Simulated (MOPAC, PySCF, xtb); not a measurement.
Potential energy curve for H2 (cation, charge +1), doublet.

GFN1-xTB (xtb); UKS-B3LYP/6-31G* = unrestricted B3LYP/6-31G*, spherical d in PySCF; AM1, unrestricted, heats of formation (MOPAC); UCCSD(T) = PySCF 2.14.0 with CCSD(T) on UHF/aug-cc-pVTZ.

Energies relative to the lowest point of each curve near equilibrium, in eV; the last columns give the difference from UCCSD(T):

```
R / Å  GFN1-xTB  UKS-B3LYP/6-31G*    AM1  UCCSD(T)  GFN1-xTB − UCCSD(T)  UKS-B3LYP/6-31G* − UCCSD(T)  AM1 − UCCSD(T)
-----  --------  ----------------  -----  --------  -------------------  ---------------------------  --------------
0.82      0.051             0.490  0.156     0.429               -0.378                        0.061          -0.273
0.89      0.000             0.242  0.043     0.188               -0.188                        0.054          -0.145
0.94      0.004             0.131  0.007     0.085               -0.081                        0.046          -0.077
0.98      0.021             0.071  0.000     0.035               -0.014                        0.036          -0.035
1.02      0.046             0.032  0.007     0.008                0.038                        0.024           0.000
1.06      0.078             0.009  0.026     0.000                0.078                        0.009           0.026
1.10      0.115             0.000  0.055     0.008                0.106                       -0.008           0.046
1.13      0.145             0.000  0.080     0.023                0.121                       -0.023           0.057
1.17      0.187             0.008  0.119     0.053                0.134                       -0.045           0.067
1.22      0.242             0.027  0.173     0.103                0.140                       -0.075           0.071
1.26      0.288             0.049  0.219     0.151                0.137                       -0.102           0.068
1.36      0.405             0.119  0.341     0.295                0.110                       -0.176           0.046
1.47      0.532             0.211  0.479     0.476                0.056                       -0.265           0.003
1.65      0.728             0.373  0.710     0.792               -0.064                       -0.419          -0.082
1.82      0.891             0.521  0.925     1.084               -0.193                       -0.563          -0.159
1.97      1.015             0.639  1.102     1.325               -0.310                       -0.686          -0.223
2.19      1.160             0.784  1.327     1.639               -0.479                       -0.854          -0.312
2.40      1.260             0.889  1.496     1.891               -0.631                       -1.002          -0.394
2.72      1.351             0.988  1.680     2.189               -0.838                       -1.201          -0.509
2.99      1.380             1.026  1.779     2.371               -0.990                       -1.345          -0.591
3.29      1.378             1.033  1.849     2.513               -1.136                       -1.480          -0.664
3.80      1.319             1.000  1.910     2.657               -1.338                       -1.657          -0.747
4.37          —             0.939  1.936     2.732                    —                       -1.793          -0.796
```

GFN1-xTB is furthest from UCCSD(T) at 3.80 (-1.338 eV, below); its mean absolute difference over the points is 0.344 eV.

UKS-B3LYP/6-31G* is furthest from UCCSD(T) at 4.37 (-1.793 eV, below); its mean absolute difference over the points is 0.518 eV.

AM1 is furthest from UCCSD(T) at 4.37 (-0.796 eV, below); its mean absolute difference over the points is 0.234 eV.

A dash means that the run gave no value there, or that the column was ended at a point which the program doubted or which failed a test of continuity chosen for this set; such a test can also cut sound points.
